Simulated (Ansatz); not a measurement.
Geometry optimisation, Ansatz, RKS PBE-D4/def2-SVP.

Input:

```yaml
crystal:
  periodic: [false, false, false]
  atoms:
    - { symbol: Ga, position_ang: [0.191489, 0.577937, -0.499198] }
    - { symbol: O, position_ang: [0.033125, 0.056089, 2.424025] }
    - { symbol: H, position_ang: [-0.924668, -0.128282, 2.490772] }
    - { symbol: Cl, position_ang: [1.90483, -0.323176, -1.431743] }
    - { symbol: Cl, position_ang: [-1.742607, -0.221099, -1.027792] }
    - { symbol: H, position_ang: [0.286776, 1.82813, 0.445797] }
    - { symbol: H, position_ang: [0.048855, 0.996, 2.103038] }
basis:
  gaussian: { orbitals: def2-SVP }
hamiltonian:
  xc: pbe
  dispersion: d4
relax:
  f_tol: 0.03
  max_steps: 50
```

Launched with:

```bash
$ ansatz run input.yaml --threads 2 --pin off --max-ram 3072MiB --backend cpu --events-out ev --progress --plain --runs-dir out
```

Where does it end, and by what steps?

It converged. After 8 steps the energy has fallen by 0.663 eV; H3 moved furthest, 0.75 Å. Joined: Ga1–O2 (2.97 → 2.14 Å).

```tsv
step	energy less start (eV)	largest force component (eV/Å)	accepted
0	0.0000	0.644	yes
1	-0.0998	1.948	yes
2	-0.2753	2.263	yes
3	-0.4814	0.849	yes
4	-0.5887	0.321	yes
5	-0.6316	0.457	yes
6	-0.6558	0.385	yes
7	-0.6626	0.071	yes
8	-0.6635	0.026	yes
```

```xyz
7
Properties=species:S:1:pos:R:3
Ga 0.193 0.711 -0.180
O 0.096 0.076 1.864
H -0.781 -0.371 1.797
Cl 1.818 -0.499 -0.953
Cl -1.801 -0.210 -0.460
H 0.303 2.266 -0.058
H -0.031 0.813 2.495
```

Whether the end is a true minimum wasn't checked by a vibrational analysis.

The run took 11 s on 2 threads of Intel(R) Xeon(R) 6975P-C (Granite Rapids) (shared host), peak memory 0.15 GiB.
